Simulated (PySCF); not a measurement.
A species of formula C11H10 has this rotational fingerprint, computed with PBE0/pcSseg-1 in PySCF (dipole) on a GFN2-xTB geometry, gas phase:

| Property | Result |
| --- | --- |
| Rotational constants | A = 1925, B = 1140, C = 719.0 MHz |
| Dipole components | \|μa\| = 0.14 D, \|μb\| = 0.35 D, \|μc\| = 0.00 D |
| Inertial defect | -3.14 u·Å² |
| κ | -0.30 |

Task: Which structure is it? (One computed conformer of each.)
A. 1-methylnaphthalene, `Cc1cccc2ccccc12`
B. `CC1=C2C=CC=CC=C2C=C1` (1-methylazulene)
C. `C#Cc1c(C)ccc2c1CC2`
D. `[CH:1]#[C:2][c:3]1[cH:4][cH:5][cH:6][c:7]([CH2:8][CH:9]=[CH2:10])[cH:11]1` with C6–C7–C8–C9 -80°, C7–C8–C9–C10 121°

Result: A. It is Cc1cccc2ccccc12, an asymmetric top, point group Cs. The candidates at the same level (rigid rotor, commonest isotopes):

```tsv
SMILES	A (MHz)	B (MHz)	C (MHz)	μa (D)	μb (D)	μc (D)	Δ (u·Å²)	point group	rotor
Cc1cccc2ccccc12	1925	1140	719.0	0.14	0.35	0.00	-3.14	Cs	asymmetric top
C#Cc1cccc(CC=C)c1	2402	621.3	525.0	0.67	0.25	0.13	-61.32	C1	asymmetric top
C#Cc1c(C)ccc2c1CC2	1693	1101	675.6	0.46	0.09	0.00	-9.46	Cs	asymmetric top
Cc1ccc2cccccc1-2	2121	1004	684.4	0.61	0.52	0.00	-3.14	Cs	asymmetric top
```

`C#Cc1c(C)ccc2c1CC2` has A 12 % too low; `C#Cc1cccc(CC=C)c1` has B 45 % too low; `Cc1ccc2cccccc1-2` has B 12 % too low. In the right answer the mirror of this Cs structure is the ab plane, so μc vanishes by symmetry. No structure here is proved a minimum.
